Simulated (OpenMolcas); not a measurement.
3s² 3p along the 13-electron sequence

| Property | Result |
| --- | --- |
| Program | OpenMolcas |
| Method | CASSCF |
| Basis | ANO-RCC-VQZP |
| Scalar Hamiltonian | DKH2, point nucleus |
| Spin-orbit coupling | RASSI with atomic mean-field integrals over the reference wave functions, term energies averaged over their components |

Active space for each ion: 1 electron in 3 orbitals (3p).

Computed levels in cm-1 above ²P°_1/2:

```
                                Level    Al  Si+  P2+  S3+  Cl4+  Ar5+
                              ²P°_3/2  93.0  252  494  860  1370  2056
weight of ²P° in the lowest level (%)   100  100  100  100   100   100
```

Measured, with the error of the calculation in %. Measured levels: Al, Si+ from NIST Handbook of Basic Atomic Spectroscopic Data; P2+ from Martin, Zalubas and Musgrove, J. Phys. Chem. Ref. Data 14, 751 (1985); S3+ from NIST levels in Podobedova, Kelleher and Wiese, J. Phys. Chem. Ref. Data 38, 171 (2009); Ar5+ from Saloman, J. Phys. Chem. Ref. Data 39, 033101 (2010).

| Level | Al | Si+ | P2+ | S3+ | Ar5+ |
| --- | --- | --- | --- | --- | --- |
| ²P°_3/2 | 112 (-17.1) | 287 (-12.2) | 559 (-11.7) | 951 (-9.6) | 2208 (-6.9) |

The fine-structure level ²P°_3/2 changes by a factor of 22.1 from Al to Ar5+. Its fourth root runs 3.11, 3.98, 4.71, 5.42, 6.08, 6.73, with steps per unit of Z of 0.88, 0.73, 0.70, 0.67, 0.65; equal steps would mean a (Z - σ)^4 law with constant σ.

With one active electron the reference holds no correlation, so core polarisation is missing. Measured partners are found by configuration, term and J. A level has none where our copy of the source lacks it or the pairing is in doubt (some pairs that miss far off the trend of their configuration count as doubtful), and it then counts in no deviation. Levels of configurations outside the active space are missing.

° marks odd parity.
